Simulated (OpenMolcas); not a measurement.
## Co II: effect of the basis set

* Program: OpenMolcas 26.06
* Method: CASSCF
* Active space: 8 electrons in 5 orbitals (3d)
* State averaging: 2S+1 = 3 even, 10 roots; 2S+1 = 1 even, 15 roots
* Spin-orbit coupling: state interaction with AMFI integrals over the reference wave functions, term energies averaged over their components

A. ANO-RCC-VDZP [5s4p2d1f], DKH2, point nucleus; cost of the order of 5 core-seconds
B. ANO-L-VTZP [6s5p3d2f1g], non-relativistic, point nucleus; cost about 4 core-seconds
C. ANO-RCC-VTZP [6s5p3d2f1g], DKH2, point nucleus; cost about 5 core-seconds
D. ANO-R2 [7s5p4d2f1g], X2C, finite nucleus; cost of the order of 7 core-seconds
E. ANO-RCC-VQZP [7s6p4d3f2g1h], DKH2, point nucleus; cost of the order of 6 core-seconds
F. ANO-R3 [8s5p5d3f2g1h], X2C, finite nucleus; cost roughly 5 core-seconds

Energies in eV above 3d⁸ ³F₄, the measured ground level; measured values from NIST Handbook of Basic Atomic Spectroscopic Data.

```
  Level       A       B       C       D       E       F  Measured
3d⁸ ³F₄  0.0000  0.0000  0.0000  0.0000  0.0000  0.0000    0.0000
3d⁸ ³F₃  0.1197  0.1205  0.1195  0.1198  0.1192  0.1192    0.1178
3d⁸ ³F₂  0.2033  0.2047  0.2029  0.2034  0.2025  0.2025    0.1980
3d⁸ ¹D₂  1.7872  1.8125  1.7904  1.7979  1.7962  1.7976          
3d⁸ ³P₂  2.1703  2.1991  2.1740  2.1829  2.1804  2.1824          
3d⁸ ³P₁  2.2094  2.2384  2.2131  2.2221  2.2195  2.2215          
3d⁸ ³P₀  2.2343  2.2636  2.2380  2.2470  2.2443  2.2463          
3d⁸ ¹G₄  2.7756  2.8131  2.7806  2.7908  2.7880  2.7903          
3d⁸ ¹S₀  6.6993  6.7894  6.7118  6.7332  6.7271  6.7327
```

Deviations, from unrounded energies. A percentage is the sum of absolute deviations over the sum of measured energies, with the sign that they share, or ± where signs differ.

| Against measurement | Levels | A | B | C | D | E | F |
| --- | --- | --- | --- | --- | --- | --- | --- |
| mean absolute deviation (cm-1) | 2 | 29 | 38 | 27 | 29 | 24 | 24 |
| fine structure of the ground term (%) | 2 | +2.3 | +3.0 | +2.1 | +2.3 | +1.9 | +1.9 |

A, C, D, E, F lie about equally close to measurement and B furthest from it. The largest miss of E in the table is 3d⁸ ³F₂, by +36 cm-1. The ranking rests on the paired levels alone, and a cruder setting can come out closer through cancelling errors.

Among A to F the level of the table that moves most is 3d⁸ ¹S₀, by 730 cm-1 (lowest in A, highest in B).

Without dynamic correlation excited terms often stand tens of per cent too high (terms of higher spin than the ground term too low), and those without a measured partner can miss by more than the paired ones. Measured partners are found by configuration, term and J. A level has none where our copy of the source lacks it or the pairing is in doubt (some pairs that miss far off the trend of their configuration count as doubtful), and it then counts in no deviation. Levels of configurations outside the active space are missing.
